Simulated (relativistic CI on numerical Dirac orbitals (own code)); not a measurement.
Level scheme of Pt21+

Computed by Dirac-Coulomb-Breit CI, orbitals from a KLI potential per configuration, a model potential for QED, unscaled Slater integrals (own radial code, finite nucleus).

CI space (outside the closed core [Ar] 3d10): 4s2.4p6.4d10.4f11, 4s2.4p6.4d10.4f10.5s, 4s2.4p6.4d10.4f9.5s2, 4s2.4p6.4d10.4f10.5p, 4s2.4p6.4d10.4f9.5s.5p, 4s2.4p6.4d9.4f12, 4s2.4p6.4d10.4f9.5p2, 4s2.4p6.4d10.4f10.5d, 4s2.4p6.4d8.4f13, 4s2.4p6.4d9.4f10.5s2, 4s2.4p6.4d10.4f10.6s, 4s2.4p5.4d10.4f12, 4s2.4p6.4d9.4f11.5s, 4s.4p6.4d10.4f12, 4s2.4p4.4d10.4f13, 4s2.4p5.4d9.4f13, 4p6.4d10.4f13, 4s.4p6.4d9.4f13, 4s.4p6.4d10.4f11.5s, 4s.4p5.4d10.4f13. Levels of other configurations are missing.

```tsv
No.	Configuration	Term	J	E (cm⁻¹)	%	Next component (%)	Landé g
41	4s2.4p6.4d10.4f11	2F°	7/2	226766	94	4 2G°	1.132
42	4s2.4p6.4d10.4f10.5s	6I	17/2	309270	85	14 4K	1.273
43	4s2.4p6.4d10.4f10.5s	6I	15/2	323305	61	23 4I	1.201
44	4s2.4p6.4d10.4f10.5s	6I	13/2	339580	82	7 4I	1.148
45	4s2.4p6.4d10.4f10.5s	4I	15/2	341784	54	32 6I	1.190
46	4s2.4p6.4d10.4f10.5s	6I	11/2	345990	34	25 6F	1.205
47	4s2.4p6.4d10.4f10.5s	6I	11/2	351181	42	29 6F	1.193
48	4s2.4p6.4d10.4f10.5s	6I	9/2	353025	49	20 4H	0.955
49	4s2.4p6.4d10.4f10.5s	6S	5/2	357176	33	27 4P	1.597
50	4s2.4p6.4d10.4f10.5s	4I	13/2	358311	57	23 4H	1.156
51	4s2.4p6.4d10.4f10.5s	6I	7/2	360729	68	25 4H	0.533
52	4s2.4p6.4d10.4f10.5s	6F	9/2	361460	60	15 6I	1.289
53	4s2.4p6.4d10.4f10.5s	4D	3/2	363832	26	21 2D	1.066
54	4s2.4p6.4d10.4f10.5s	4K	17/2	366008	55	16 2L	1.151
55	4s2.4p6.4d10.4f10.5s	6F	7/2	369744	76	15 4F	1.357
56	4s2.4p6.4d10.4f10.5s	4F	9/2	369898	34	14 2G	1.198
57	4s2.4p6.4d10.4f10.5s	4I	11/2	370744	41	22 6F	1.130
58	4s2.4p6.4d10.4f10.5s	6G	13/2	370838	67	18 4I	1.298
59	4s2.4p6.4d10.4f10.5s	6S	5/2	371661	37	34 6F	1.557
60	4s2.4p6.4d10.4f10.5s	4K	15/2	373091	33	17 2L	1.049
61	4s2.4p6.4d10.4f10.5s	6F	1/2	377391	59	36 4D	-0.321
62	4s2.4p6.4d10.4f10.5s	4I	9/2	377786	42	25 2H	0.926
63	4s2.4p6.4d10.4f10.5s	6G	11/2	378908	56	20 4I	1.252
64	4s2.4p6.4d10.4f10.5s	4F	9/2	382262	31	31 6G	1.252
65	4s2.4p6.4d10.4f10.5s	6F	3/2	383795	38	19 4S	1.183
66	4s2.4p6.4d10.4f10.5s	4L	19/2	383949	86	12 4M	1.143
67	4s2.4p6.4d10.4f10.5s	4G	11/2	383972	32	21 4H	1.179
68	4s2.4p6.4d10.4f10.5s	6G	7/2	384058	36	21 4G	1.119
69	4s2.4p6.4d10.4f10.5s	6F	5/2	386057	31	24 4F	1.247
70	4s2.4p6.4d10.4f10.5s	4F	7/2	387871	53	13 4D	1.199
71	4s2.4p6.4d10.4f10.5s	4K	13/2	388493	57	16 4L	0.965
72	4s2.4p6.4d10.4f10.5s	4K	15/2	390101	31	29 2K	1.075
73	4s2.4p6.4d10.4f10.5s	4S	3/2	390851	32	29 4F	1.189
74	4s2.4p6.4d10.4f10.5s	4H	13/2	391023	63	14 6G	1.222
75	4s2.4p6.4d10.4f10.5s	4L	17/2	392041	41	37 2L	1.052
76	4s2.4p6.4d10.4f10.5s	4F	9/2	393173	50	13 6D	1.223
77	4s2.4p6.4d10.4f10.5s	6G	5/2	393825	43	38 4F	0.979
78	4s2.4p6.4d10.4f10.5s	4F	3/2	395300	39	26 2D	0.504
79	4s2.4p6.4d10.4f10.5s	4F	7/2	396051	23	18 2G	0.985
80	4s2.4p6.4d10.4f10.5s	4F	9/2	396859	30	19 4I	1.160
81	4s2.4p6.4d10.4f10.5s	4M	21/2	397181	95	5 2N	1.136
82	4s2.4p6.4d10.4f10.5s	4K	11/2	398955	59	11 2H	0.898
83	4s2.4p6.4d10.4f10.5s	4I	11/2	401424	24	21 4G	1.116
84	4s2.4p6.4d10.4f10.5s	4D	7/2	401929	29	21 2F	1.209
85	4s2.4p6.4d10.4f10.5s	4G	9/2	402980	30	27 6G	1.140
86	4s2.4p6.4d10.4f10.5s	4F	5/2	403263	24	22 4G	0.969
87	4s2.4p6.4d10.4f10.5s	4G	11/2	404472	52	21 4H	1.166
88	4s2.4p6.4d10.4f10.5s	4M	19/2	405668	51	39 2M	1.056
89	4s2.4p6.4d10.4f10.5s	6F	3/2	406296	32	16 4P	1.248
90	4s2.4p6.4d10.4f10.5s	2K	13/2	407160	45	20 2I	0.992
91	4s2.4p6.4d10.4f10.5s	4F	5/2	407174	28	16 4D	1.250
92	4s2.4p6.4d10.4f10.5s	4D	7/2	408453	24	20 6D	1.245
93	4s2.4p6.4d10.4f10.5s	4P	1/2	410430	74	13 6F	2.048
94	4s2.4p6.4d10.4f10.5s	4L	15/2	411902	39	18 4K	1.006
95	4s2.4p6.4d10.4f10.5s	2L	17/2	412451	53	22 4M	1.046
96	4s2.4p6.4d10.4f10.5s	2L	15/2	412591	40	24 4L	0.983
97	4s2.4p6.4d10.4f10.5s	2L	17/2	414175	42	23 4L	1.067
98	4s2.4p6.4d10.4f10.5s	4I	9/2	415165	39	18 6D	1.012
99	4s2.4p6.4d10.4f10.5s	2G	9/2	415229	31	22 4I	1.094
100	4s2.4p6.4d10.4f10.5s	4G	5/2	415269	29	27 4F	0.996
101	4s2.4p6.4d10.4f10.5s	4I	15/2	415684	42	32 2K	1.074
102	4s2.4p6.4d10.4f10.5s	4I	11/2	415753	45	16 2H	1.033
103	4s2.4p6.4d10.4f10.5s	2G	7/2	416222	23	22 4F	1.107
104	4s2.4p6.4d10.4f10.5s	6G	3/2	416539	32	27 4F	0.674
105	4s2.4p6.4d10.4f10.5s	4I	13/2	416621	59	13 4K	1.072
106	4s2.4p6.4d10.4f10.5s	4F	3/2	417809	39	34 4P	0.953
107	4s2.4p6.4d10.4f10.5s	2F	5/2	419521	25	24 2D	1.171
108	4s2.4p6.4d10.4f10.5s	2P	1/2	420127	42	16 4D	0.936
109	4s2.4p6.4d10.4f10.5s	2D	5/2	421879	46	20 4F	1.165
110	4s2.4p6.4d10.4f10.5s	4G	9/2	422017	37	13 4H	1.164
```

Energies count from the lowest computed level; ° marks odd parity.

The mean weight of the leading LS term, summed over parents, in these 70 levels is 46 %, and that of the leading jj configuration (from the same eigenvectors) 61 %, so jj coupling describes them better and the LS labels are nominal.

At this charge transitions that keep the count of f electrons are usually good to a few per cent. Terms inside the open d or f shell come out 10 to 20 % too wide with unscaled integrals. Levels that differ in their count of f electrons can be misplaced by several ten thousand cm⁻¹, since the correlation energy of f electrons is missing or only estimated; rates across such gaps can be off by orders of magnitude.

LS names give the leading component of a level, which can be under half, so a name can repeat, a term be missing and a line seem to break the LS rules.
